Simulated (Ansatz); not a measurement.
`O=C[SiH2][SiH](O)Cl` + `N[SiH2][GeH2][Cl]` → `N[SiH2][SiH2]C=O` + `O[SiH](Cl)[GeH2][Cl]`  (redistribution)

Isolated molecules relaxed with PBE0-D4/def2-TZVP in Ansatz; ΔE leaves out vibrations. CCSD(T)/CBS is the MP2 limit (def2-TZVPP, def2-QZVPP) plus CCSD(T) − MP2 in def2-TZVPP, frozen cores. Functionals use def2-TZVPP. B3LYP here is the variant with VWN-RPA as its local correlation; programs differ in this. For Ge outer-core shells are correlated without core-valence functions, which leaves a few kJ/mol of doubt a bond. Scalar relativity is left out up to krypton. Each species was taken in one conformer, which may not be the lowest.

`O=C[SiH2][SiH](O)Cl`:

Z-matrix (Å, degrees):
```
Si
C 1 1.929
Si 1 2.339 2 106.8
H 1 1.487 2 109.6 3 117.8
H 1 1.483 2 109.3 3 -119.9
O 2 1.204 1 122.3 3 94.0
H 2 1.116 1 117.9 3 -83.9
O 3 1.639 1 105.3 2 53.0
Cl 3 2.063 1 109.8 2 172.5
H 3 1.484 1 114.2 2 -69.5
H 8 0.959 3 118.7 1 -178.2
```

`N[SiH2][GeH2][Cl]`:

Z-matrix (Å, degrees):
```
Si
Ge 1 2.396
N 1 1.717 2 112.5
H 1 1.486 2 109.6 3 -120.5
H 1 1.485 2 106.2 3 120.2
Cl 2 2.184 1 102.7 3 -46.2
H 2 1.540 1 117.6 3 -161.4
H 2 1.541 1 115.8 3 67.6
H 3 1.008 1 118.8 2 -82.0
H 3 1.009 1 118.5 2 56.8
```

`N[SiH2][SiH2]C=O`:

Cartesian coordinates in Å:
```
N -1.220 2.056 -0.456
Si -0.962 0.357 -0.570
Si 0.911 -0.213 0.726
C 1.268 -2.091 0.469
O 1.970 -2.500 -0.420
H -0.477 2.695 -0.691
H -2.116 2.440 -0.712
H -2.174 -0.313 -0.027
H -0.738 -0.184 -1.945
H 2.115 0.545 0.295
H 0.649 0.028 2.172
H 0.774 -2.820 1.158
```

`O[SiH](Cl)[GeH2][Cl]`:

Cartesian coordinates in Å:
```
O -1.457 1.332 0.219
Si -0.021 0.814 0.791
Cl 1.511 2.109 0.345
Ge 0.477 -1.246 -0.314
Cl -0.522 -0.907 -2.226
H -1.630 1.166 -0.713
H -0.134 0.745 2.262
H 1.952 -1.509 -0.643
H -0.175 -2.505 0.278
```

Problem. Is it downhill or uphill in electronic energy at CCSD(T)/CBS, and by how much? (Best estimate.)

Solution. The calculation gave: Nearly level: ΔE = +2.6 kJ/mol.

Problem. What do these levels give: LDA (SPW92), PBE-D4, B97M-V, PBE0-D4, CAM-B3LYP-D4, ωB97X-V, PBE, BLYP, B3LYP, r2SCANh, r2SCAN0, MP2/def2-QZVPP? (An estimate is asked.)

Solution. Computed: LDA (SPW92) -0.8, PBE-D4 1.7, B97M-V 1.2, PBE0-D4 2.3, CAM-B3LYP-D4 3.1, ωB97X-V 2.4, PBE 2.3, BLYP 4.5, B3LYP 4.4, r2SCANh 2.4, r2SCAN0 2.6, MP2/def2-QZVPP 2.3 kJ/mol.

Largest T1 diagnostic among the species: 0.015.

In def2-TZVPP, CCSD(T) changes the Hartree–Fock value by −5.0 kJ/mol (the triples alone add −0.9 kJ/mol) and MP2 by −5.2 kJ/mol. At CCSD(T), def2-SVP lies −3.4 kJ/mol from the extrapolated value and def2-TZVPP −0.2 kJ/mol.
